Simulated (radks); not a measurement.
Isoelectronic series with 3 electrons, each ion in its NIST ground configuration. Method: scalar-relativistic Kohn-Sham, BLYP, spin-polarised, spherical densities, finite nucleus; open shells are filled with parallel spins first (spin-orbit coupling, left out, can overturn this in heavy ions); Fermi nuclear charge, rms radius of each element as measured or else 0.836 A^(1/3) + 0.57 fm; computed with a radial shooting solver on a logarithmic mesh with Libxc functionals. Total energies (hartree) and orbital eigenvalues (hartree):

| ion | configuration | E (hartree) | 2s up | 1s down | 1s up |
|---|---|---|---|---|---|
| Li | [He] 2s1 | -7.48350 | -0.11138 | -1.90224 | -1.90931 |
| C3+ | [He] 2s1 | -34.79969 | -2.11699 | -12.19225 | -12.22628 |
| F6+ | [He] 2s1 | -82.42316 | -6.38962 | -31.51585 | -31.57885 |
| Mg9+ | [He] 2s1 | -150.42331 | -12.92724 | -59.89001 | -59.98293 |
| P12+ | [He] 2s1 | -238.90369 | -21.74171 | -97.35671 | -97.48014 |
| Ar15+ | [He] 2s1 | -347.99919 | -32.84978 | -143.9720 | -144.1265 |
| Sc18+ | [He] 2s1 | -477.87725 | -46.27276 | -199.8062 | -199.9921 |
| Cr21+ | [He] 2s1 | -628.73907 | -62.03650 | -264.9441 | -265.1620 |
| Co24+ | [He] 2s1 | -800.82111 | -80.17168 | -339.4855 | -339.7360 |
| Zn27+ | [He] 2s1 | -994.39720 | -100.7140 | -423.5465 | -423.8301 |
| As30+ | [He] 2s1 | -1209.78035 | -123.7045 | -517.2598 | -517.5774 |
| Kr33+ | [He] 2s1 | -1447.32654 | -149.1898 | -620.7767 | -621.1289 |
| Mo39+ | [He] 2s1 | -1990.55619 | -207.8632 | -857.9214 | -858.3456 |
| Rh42+ | [He] 2s1 | -2297.19068 | -241.1773 | -991.9538 | -992.4154 |
| Cd45+ | [He] 2s1 | -2627.89597 | -277.2396 | -1136.601 | -1137.101 |
| Sb48+ | [He] 2s1 | -2983.29665 | -316.1332 | -1292.128 | -1292.669 |
| Xe51+ | [He] 2s1 | -3364.07871 | -357.9504 | -1458.828 | -1459.410 |
